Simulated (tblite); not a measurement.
A tight-binding relaxation on `[H]/[C]=N/[Si@@H](F)[SiH2]C` [radical].

Computed with GFN2-xTB geometry optimisation, gas phase (tblite 0.8.0). Start geometry: from a force field or distance geometry. The input is one job of a driver script: a line of settings, then coordinates in Å.

Command:
```bash
OMP_NUM_THREADS=1 python probes_run.py task.json out
```

Input:
```
{"job": {"kind": "relax", "xc": "GFN2-xTB", "basis": "xTB"}, "charge": 0, "multiplicity": 2}
C      2.888100     1.105000    -0.359900
N      2.024000     0.309500    -0.284700
Si     1.028700    -0.966700     0.389500
F      1.063100    -0.808900     1.975300
Si    -1.163400    -0.804700    -0.367300
C     -1.858800     0.845700     0.093600
H      3.655700     1.840000    -0.435100
H      1.623900    -2.265900     0.015900
H     -2.006600    -1.884100     0.210100
H     -1.231600    -0.962600    -1.851900
H     -1.856900     0.982700     1.180400
H     -2.890700     0.945600    -0.248300
H     -1.279900     1.664800    -0.335400
```

Output:
```
step      E/eV     max force
  0    -514.37275    4.530
  1    -514.17821    8.058
  2    -514.52084    0.867
  3    -514.53348    0.369
  4    -514.54317    0.540
  5    -514.55916    0.328
  6    -514.56589    0.292
  7    -514.57641    0.253
  8    -514.58412    0.340
  9    -514.59441    0.347
... (65 lines left out)
 75    -515.10971    0.012
 76    -515.10973    0.018
 77    -515.10975    0.023
 78    -515.10980    0.029
 79    -515.10986    0.023
 80    -515.10991    0.020
 81    -515.10994    0.018
 82    -515.10996    0.012
 83    -515.10998    0.011
 84    -515.10999    0.006
```

«max force» is the largest atomic force in eV/Å.

Q: From which step on does the largest force stay under 0.1 eV/Å, and how much energy is left to gain from there?

A: From step 45 (0.083 eV/Å), 6.2 meV above the end.

In short: energy lowered by 17.0 kcal/mol over 84 steps; largest atomic force 0.006 eV/Å at the end.

Q: Where do the atoms end?

A: 0.260 Å rms from the input after alignment:
```
atom  x, y, z in Å
C1     2.7633    0.9077   -0.6596
N2     1.9772    0.3337    0.0755
Si3    1.0598   -1.0808    0.4105
F4     1.0579   -1.0284    2.0291
Si5   -1.0717   -0.7737   -0.4061
C6    -1.7865    0.9150    0.0952
H7     3.0606    1.9428   -0.5576
H8     1.7857   -2.3245    0.1729
H9    -1.9718   -1.8236    0.0958
H10   -1.0823   -0.8658   -1.8749
H11   -1.7933    1.0321    1.1757
H12   -2.8075    1.0376   -0.2561
H13   -1.1958    1.7285   -0.3182
```

Time: 0.52 s wall. Hardware: Arm Neoverse V1, one thread, no GPU (shared host).
Labels such as C1 count atoms from 1, the log's own numbers from 0.
